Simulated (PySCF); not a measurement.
Te(SMe)(GeH3) (CH₆GeSTe), SMILES CS[Te][GeH3]. Coordinates come from a PBE-D3(BJ)/def2-SVP optimisation. This is a generated structure with no PubChem entry under its InChIKey; it may be hypothetical. The def2 effective core potentials stand for the cores of Te; spin–orbit coupling is left out. The values are those of a single conformer.

Question: Give the equilibrium geometry at PBE-D3(BJ)/def2-SVP (PySCF confirms it by a frequency run) as a Z-matrix. (The exact figures need the calculation; the answer reports its results.)

Answer: One answer among several that fit: 
```
S
C 1 1.8296
H 2 1.1066 1 111.67
H 2 1.1072 3 110.10 1 -124.47
H 2 1.1096 3 109.07 4 -119.43
Te 1 2.4445 2 102.69 3 -62.33
Ge 6 2.5924 1 92.54 2 -86.73
H 7 1.5493 6 109.89 1 -65.02
H 7 1.5515 8 109.79 6 -119.46
H 7 1.5542 8 110.22 9 -121.02
```
Charge 0, spin multiplicity 1.
